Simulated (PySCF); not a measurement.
CBr4, triplet, at the geometry of the source list (a higher spin typed on purpose: for a closed-shell molecule this is an excited state); PySCF with DF-PBE-D3BJ/pcseg-1.

PySCF was given this input:
```python
from pyscf import gto, scf, dft

mol = gto.Mole()
mol.atom = '''
    Br    1.88530000   -0.43270000   -0.15840000
    C    -0.00000000   -0.00000000   -0.00000000
    Br   -0.26770000    1.88070000   -0.39740000
    Br   -0.59920000   -0.37070000    1.80840000
    Br   -1.01850000   -1.07720000   -1.25260000
'''
mol.basis = 'pcseg-1'
mol.spin = 2
mol.verbose = 4
mol.build()

mf = dft.UKS(mol)
mf.xc = 'pbe'
mf.disp = 'd3bj'
mf = mf.density_fit(auxbasis='def2-universal-jkfit')
mf.kernel()
mf.analyze()
```

### Question
Write the output that PySCF gives for this input, abridged.

### Answer

```
PySCF version 2.14.0

[INPUT] verbose = 4
[INPUT] num. atoms = 5
[INPUT] num. electrons = 146
[INPUT] charge = 0
[INPUT] spin (= nelec alpha-beta = 2S) = 2
[INPUT] symmetry False subgroup None
[INPUT] Mole.unit = angstrom
[INPUT] Symbol           X                Y                Z      unit          X                Y                Z       unit  Magmom
[...]
nuclear repulsion = 1456.2583756199
number of shells = 15
number of NR pGTOs = 353
number of NR cGTOs = 122
basis = pcseg-1
ecp = {}

******** <class 'pyscf.df.df_jk.DFUKS'> ********
method = DFUKS
initial guess = minao
damping factor = 0
level_shift factor = 0
DIIS = <class 'pyscf.scf.diis.CDIIS'>
diis_start_cycle = 1
diis_space = 8
diis_damp = 0
SCF conv_tol = 1e-09
SCF conv_tol_grad = None
SCF max_cycles = 50
direct_scf = False
number electrons alpha = 74  beta = 72
XC library pyscf.dft.libxc version 7.1.2
    S. Lehtola, C. Steigemann, M. J. T. Oliveira, and M. A. L. Marques,  SoftwareX 7, 1–5 (2018)
XC functionals = pbe
    J. P. Perdew, K. Burke, and M. Ernzerhof,  Phys. Rev. Lett. 77, 3865 (1996)
    J. P. Perdew, K. Burke, and M. Ernzerhof,  Phys. Rev. Lett. 78, 1396 (1997)
    J. P. Perdew, K. Burke, and M. Ernzerhof,  Phys. Rev. Lett. 77, 3865 (1996)
    J. P. Perdew, K. Burke, and M. Ernzerhof,  Phys. Rev. Lett. 78, 1396 (1997)
radial grids:
    Treutler-Ahlrichs [JCP 102, 346 (1995); DOI:10.1063/1.469408] (M4) radial grids

becke partition: Becke, JCP 88, 2547 (1988); DOI:10.1063/1.454033
pruning grids: <function nwchem_prune>
grids dens level: 3
symmetrized grids: False
atomic radii adjust function: <function treutler_atomic_radii_adjust>
small_rho_cutoff = 0
Set gradient conv threshold to 3.16228e-05
tot grids = 95816
Calc dispersion correction with DFTD3.
Parameters: xc=pbe, version=d3bj, atm=False
init E= -10328.0223426176

cycle= 1 E= -10331.8019736088  delta_E= -3.78  |g|= 0.213  |ddm|= 3.32

cycle= 2 E= -10331.4442656196  delta_E= 0.358  |g|= 0.754  |ddm|= 2.07

cycle= 3 E= -10331.8053191472  delta_E= -0.361  |g|= 0.168  |ddm|=    2

cycle= 4 E= -10331.7737786153  delta_E= 0.0315  |g|= 0.237  |ddm|= 1.47

cycle= 5 E= -10331.8084713496  delta_E= -0.0347  |g|= 0.142  |ddm|= 1.38

cycle= 6 E= -10331.8123201144  delta_E= -0.00385  |g|= 0.129  |ddm|= 1.37

cycle= 7 E= -10331.8187438459  delta_E= -0.00642  |g|= 0.0998  |ddm|= 1.21

cycle= 8 E= -10331.815948095  delta_E= 0.0028  |g|= 0.112  |ddm|= 1.32

cycle= 9 E= -10331.8192291757  delta_E= -0.00328  |g|= 0.0955  |ddm|= 1.34

cycle= 10 E= -10331.8204970687  delta_E= -0.00127  |g|= 0.0895  |ddm|= 1.14

cycle= 11 E= -10331.8208703152  delta_E= -0.000373  |g|= 0.0899  |ddm|= 1.28

cycle= 12 E= -10331.819704978  delta_E= 0.00117  |g|= 0.0942  |ddm|= 1.34

cycle= 13 E= -10331.8206572315  delta_E= -0.000952  |g|= 0.0893  |ddm|= 0.816

cycle= 14 E= -10331.8192476643  delta_E= 0.00141  |g|= 0.0936  |ddm|= 1.34

cycle= 15 E= -10331.8201631267  delta_E= -0.000915  |g|= 0.0895  |ddm|= 1.15

cycle= 16 E= -10331.8202259597  delta_E= -6.28e-05  |g|= 0.0926  |ddm|= 1.34

cycle= 17 E= -10331.8259414916  delta_E= -0.00572  |g|= 0.0631  |ddm|= 1.22

cycle= 18 E= -10331.8196576553  delta_E= 0.00628  |g|= 0.094  |ddm|= 1.17

cycle= 19 E= -10331.8194347505  delta_E= 0.000223  |g|= 0.0946  |ddm|= 0.996

cycle= 20 E= -10331.8202731384  delta_E= -0.000838  |g|= 0.0891  |ddm|= 0.933

cycle= 21 E= -10331.820812626  delta_E= -0.000539  |g|= 0.0901  |ddm|= 1.33

cycle= 22 E= -10331.8241111478  delta_E= -0.0033  |g|= 0.0728  |ddm|= 1.32

cycle= 23 E= -10331.8176828172  delta_E= 0.00643  |g|= 0.101  |ddm|=  1.2

cycle= 24 E= -10331.8279893728  delta_E= -0.0103  |g|= 0.0484  |ddm|= 0.805

cycle= 25 E= -10331.8234852858  delta_E= 0.0045  |g|= 0.0771  |ddm|= 1.16

cycle= 26 E= -10331.8215040786  delta_E= 0.00198  |g|= 0.0866  |ddm|=  1.2

cycle= 27 E= -10331.821651942  delta_E= -0.000148  |g|= 0.0841  |ddm|= 0.919

cycle= 28 E= -10331.8238373905  delta_E= -0.00219  |g|= 0.075  |ddm|= 1.14

[...]
SCF not converged.
Total Energy =                      -10331.820516710247830
[...]
spin_pop of  1 C 3px       0.00003
spin_pop of  1 C 3py       0.00003
spin_pop of  1 C 3pz       0.00003
spin_pop of  1 C 3dxy     -0.00006
spin_pop of  1 C 3dyz     -0.00007
spin_pop of  1 C 3dz^2    -0.00010
spin_pop of  1 C 3dxz     -0.00006
spin_pop of  1 C 3dx2-y2   -0.00010
spin_pop of  2 Br 1s        0.00000
spin_pop of  2 Br 2s        0.00000
spin_pop of  2 Br 3s        0.00010
spin_pop of  2 Br 4s        0.00427
spin_pop of  2 Br 5s        0.00113
spin_pop of  2 Br 2px       0.00000
spin_pop of  2 Br 2py       0.00000
spin_pop of  2 Br 2pz       0.00000
spin_pop of  2 Br 3px       0.00008
spin_pop of  2 Br 3py       0.00003
spin_pop of  2 Br 3pz       0.00001
spin_pop of  2 Br 4px       0.29635
spin_pop of  2 Br 4py       0.12973
spin_pop of  2 Br 4pz       0.04026
spin_pop of  2 Br 5px       0.00005
spin_pop of  2 Br 5py       0.00206
spin_pop of  2 Br 5pz       0.00010
spin_pop of  2 Br 3dxy     -0.00001
spin_pop of  2 Br 3dyz     -0.00001
spin_pop of  2 Br 3dz^2    -0.00001
spin_pop of  2 Br 3dxz     -0.00001
spin_pop of  2 Br 3dx2-y2   -0.00000
spin_pop of  2 Br 4dxy      0.00033
spin_pop of  2 Br 4dyz      0.00079
spin_pop of  2 Br 4dz^2     0.00139
spin_pop of  2 Br 4dxz      0.00002
spin_pop of  2 Br 4dx2-y2    0.00458
spin_pop of  3 Br 1s        0.00000
spin_pop of  3 Br 2s        0.00000
spin_pop of  3 Br 3s        0.00010
spin_pop of  3 Br 4s        0.00432
spin_pop of  3 Br 5s        0.00114
spin_pop of  3 Br 2px       0.00000
spin_pop of  3 Br 2py       0.00000
spin_pop of  3 Br 2pz       0.00000
spin_pop of  3 Br 3px       0.00005
spin_pop of  3 Br 3py       0.00002
spin_pop of  3 Br 3pz       0.00003
spin_pop of  3 Br 4px       0.18399
spin_pop of  3 Br 4py       0.08394
spin_pop of  3 Br 4pz       0.12535
spin_pop of  3 Br 5px       0.00021
spin_pop of  3 Br 5py       0.00008
spin_pop of  3 Br 5pz       0.00193
spin_pop of  3 Br 3dxy     -0.00001
spin_pop of  3 Br 3dyz     -0.00001
spin_pop of  3 Br 3dz^2    -0.00000
spin_pop of  3 Br 3dxz     -0.00001
spin_pop of  3 Br 3dx2-y2   -0.00001
spin_pop of  3 Br 4dxy      0.00007
spin_pop of  3 Br 4dyz      0.00064
spin_pop of  3 Br 4dz^2     0.00468
spin_pop of  3 Br 4dxz      0.00176
spin_pop of  3 Br 4dx2-y2    0.00002
spin_pop of  4 Br 1s        0.00000
spin_pop of  4 Br 2s        0.00000
spin_pop of  4 Br 3s        0.00011
spin_pop of  4 Br 4s        0.00440
spin_pop of  4 Br 5s        0.00115
spin_pop of  4 Br 2px       0.00000
spin_pop of  4 Br 2py       0.00000
spin_pop of  4 Br 2pz       0.00000
spin_pop of  4 Br 3px       0.00001
spin_pop of  4 Br 3py       0.00002
spin_pop of  4 Br 3pz       0.00001
spin_pop of  4 Br 4px       0.03984
spin_pop of  4 Br 4py       0.06738
spin_pop of  4 Br 4pz       0.06750
spin_pop of  4 Br 5px       0.00062
spin_pop of  4 Br 5py       0.00069
spin_pop of  4 Br 5pz       0.00094
spin_pop of  4 Br 3dxy     -0.00001
spin_pop of  4 Br 3dyz     -0.00000
spin_pop of  4 Br 3dz^2    -0.00001
spin_pop of  4 Br 3dxz     -0.00000
spin_pop of  4 Br 3dx2-y2   -0.00001
spin_pop of  4 Br 4dxy      0.00187
spin_pop of  4 Br 4dyz      0.00282
spin_pop of  4 Br 4dz^2     0.00006
spin_pop of  4 Br 4dxz      0.00256
spin_pop of  4 Br 4dx2-y2   -0.00004
 ** Mulliken Spin Density (per atom)  **
spin density of  0 Br =      0.52885
spin density of  1 C =      0.39168
spin density of  2 Br =      0.48125
spin density of  3 Br =      0.40832
spin density of  4 Br =      0.18990
 ** Mulliken pop alpha/beta on meta-lowdin orthogonal AOs **
 ** Mulliken pop       alpha | beta **
In total            74.00000 | 72.00000
 ** Mulliken atomic charges   ( Nelec_alpha | Nelec_beta ) **
charge of  0Br =      0.17982  (    17.67451     17.14567 )
charge of  1C =     -0.20500  (     3.29834      2.90666 )
charge of  2Br =      0.13317  (    17.67404     17.19279 )
charge of  3Br =      0.05738  (    17.67547     17.26715 )
charge of  4Br =     -0.16537  (    17.67763     17.48774 )
Dipole moment(X, Y, Z, Debye):  2.08437,  1.57220,  1.09685
```

Convergence was not reached.
